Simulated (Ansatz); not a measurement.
```xyz
10

O     1.900   -0.273    0.899
C     0.540   -0.639    1.040
Ga   -0.552    0.242   -0.349
O     0.479    0.709   -1.735
O    -2.278    0.646   -0.561
H     2.109   -0.181   -0.035
H     0.404   -1.728    0.981
H     0.219   -0.337    2.039
H     0.022    1.144   -2.457
H    -2.844    0.416    0.178
```

Charge 0, multiplicity 1.

Task: List the CAM-B3LYP/def2-TZVPP orbital energies in eV (Ansatz 0.2.0). (An estimate is asked.)

Result: Computed: Occupied: -10139.66, -1251.26, -1108.58, -1108.45, -1108.44, -522.54, -522.37, -522.09, -280.22, -151.72, -105.24, -104.95, -104.92, -30.15, -29.06, -28.76, -24.96, -24.94, -24.90, -24.75, -24.52, -20.57, -16.19, -15.38, -14.80, -14.00, -13.20, -12.04, -10.99, -10.96, -10.29, -10.25, -8.92. Lowest empty: 0.39, 0.67, 1.48, 2.37, 3.17, 3.49, 3.91, 4.39.
